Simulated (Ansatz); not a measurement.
Molecule: dichloro-bis(ethenyl)silane, C$_{4}$H$_{6}$Cl$_{2}$Si, net charge 0, singlet state. SMILES: C=C[Si](Cl)(Cl)C=C
Coordinates optimised at B3LYP-D3(BJ)/def2-TZVP (Ansatz, a program for electronic structure):
```
Si
C 1 1.8487
C 2 1.3311 1 124.02
H 3 1.0838 2 122.08 1 0.88
H 3 1.0846 4 116.06 2 179.64
H 2 1.0867 3 118.84 4 179.60
C 1 1.8491 2 114.82 6 154.30
C 7 1.3312 1 123.93 2 -30.49
H 8 1.0839 7 122.10 1 0.82
H 8 1.0846 9 116.02 7 179.59
H 7 1.0866 8 118.84 9 179.54
Cl 1 2.0667 2 109.74 6 -84.29
Cl 1 2.0668 2 107.61 6 31.68
```

Property: atomisation energy (electronic, to ground-state atoms), in kcal/mol. Correlated levels leave the core frozen unless marked. UHF or UKS for open shells. Spin-orbit coupling is left out. Non-relativistic unless marked X2C. The coupled-cluster limit lacks core correlation, which all-electron functionals hold. CBS marks a two-point X^-3 extrapolation of the correlation energy; Hartree-Fock from the larger set.

```json
[
 {"level": "B97M-V/def2-TZVPD", "program": "Ansatz", "atomisation energy (kcal/mol)": "1264.2", "minus last row": "4.9"},
 {"level": "HSE06-D3(BJ)/def2-TZVPD", "program": "Ansatz + dftd3", "atomisation energy (kcal/mol)": "1268.1", "minus last row": "8.8"},
 {"level": "HSE06/def2-TZVPD", "program": "Ansatz", "atomisation energy (kcal/mol)": "1260.6", "minus last row": "1.3"},
 {"level": "wB97M-V/def2-TZVPD", "program": "Ansatz", "atomisation energy (kcal/mol)": "1261.8", "minus last row": "2.5"},
 {"level": "RI-MP2/cc-pV(T+d)Z", "program": "Ansatz", "atomisation energy (kcal/mol)": "1250.5", "minus last row": "-8.8"},
 {"level": "X2C-CCSD(T)/cc-pVTZ-DK", "program": "Ansatz", "atomisation energy (kcal/mol)": "1218.0", "minus last row": "-41.3"},
 {"level": "CCSD(T)/CBS(cc-pV(T+d)Z,cc-pV(Q+d)Z)", "program": "Ansatz", "atomisation energy (kcal/mol)": "1259.3", "minus last row": "0.0"}
]
```
